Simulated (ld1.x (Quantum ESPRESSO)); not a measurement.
# Transferability test, PAW potential for Ni (Z = 28)

Ni (Z = 28), PAW, made with ld1.x (Quantum ESPRESSO) 7.5 (LDA (PZ), scalar-relativistic). Core [Ar], reference 3d8 4s1 4p1. Waves: 4s (bound): rcut 2.30, rcutus 2.45 bohr; 4s channel at 2.05 Ry: rcut 2.30, rcutus 2.45 bohr; 4p (bound): rcut 2.90, rcutus 3.60 bohr; 4p channel at 2.05 Ry: rcut 2.90, rcutus 3.60 bohr; 3d (bound): rcut 1.35, rcutus 1.85 bohr; 3d channel at 0.25 Ry: rcut 1.35, rcutus 1.85 bohr. Local part: all-electron potential smoothed inside 3.15 bohr (lloc = -1). Core correction: Bessel-smoothed model core inside 1.30 bohr. Augmentation charge: PSQ, inside the norm-conserving radii.

Energies are relative to the spin-unpolarised reference configuration 3d8 4s1 4p1; without spin polarisation the order of configurations can differ from experiment. Spin-polarised rows fill each open shell by Hund’s rule, majority spin first. Not all tests gave a result: 2 of 9 tests not solved or not reliable. Left out of the table: 3d9 4s1 4p0 (solver errors, printed error -1028 eV); 3d7 4s0 4p0 (solver errors, printed error -678 eV). The frozen-core shift is the all-electron ΔE with the core orbitals held at their reference shape minus the fully relaxed ΔE.

**Question.** Give the all-electron excitation energy and the error of the potential for: 3d8 4s2 4p0; 3d8 4s1 4p0; 3d8 4s0 4p0; 3d8.5 4s1.5 4p0; 3d8 4s1.5 4p0; 3d8 4s1 4p1 (spin-polarised); 3d8 4s2 4p0 (spin-polarised).

**Answer.**

```json
{"valence configuration": "3d8 4s2 4p0", "charge": "0", "ΔE all-electron (eV)": "-4.680", "error AE − PS (meV)": "-0.3", "frozen-core shift (meV)": "-0.1"}
{"valence configuration": "3d8 4s1 4p0", "charge": "+1", "ΔE all-electron (eV)": "4.921", "error AE − PS (meV)": "-0.9", "frozen-core shift (meV)": "+0.8"}
{"valence configuration": "3d8 4s0 4p0", "charge": "+2", "ΔE all-electron (eV)": "22.580", "error AE − PS (meV)": "-9.5", "frozen-core shift (meV)": "+5.9"}
{"valence configuration": "3d8.5 4s1.5 4p0", "charge": "0", "ΔE all-electron (eV)": "-5.881", "error AE − PS (meV)": "-21", "frozen-core shift (meV)": "+18"}
{"valence configuration": "3d8 4s1.5 4p0", "charge": "+0.5", "ΔE all-electron (eV)": "-0.837", "error AE − PS (meV)": "-0.1", "frozen-core shift (meV)": "0.0"}
{"valence configuration": "3d8 4s1 4p1 (spin-polarised)", "charge": "0", "ΔE all-electron (eV)": "-1.769", "error AE − PS (meV)": "-3.1", "frozen-core shift (meV)": "+2.2"}
{"valence configuration": "3d8 4s2 4p0 (spin-polarised)", "charge": "0", "ΔE all-electron (eV)": "-5.592", "error AE − PS (meV)": "-5.1", "frozen-core shift (meV)": "+4.1"}
```

A variational frozen-core shift is positive and of second order in the change. This column holds negative values, so the frozen-core run of ld1.x carries numerical noise or an error of first order here, and the column gives no more than the rough size of the effect.
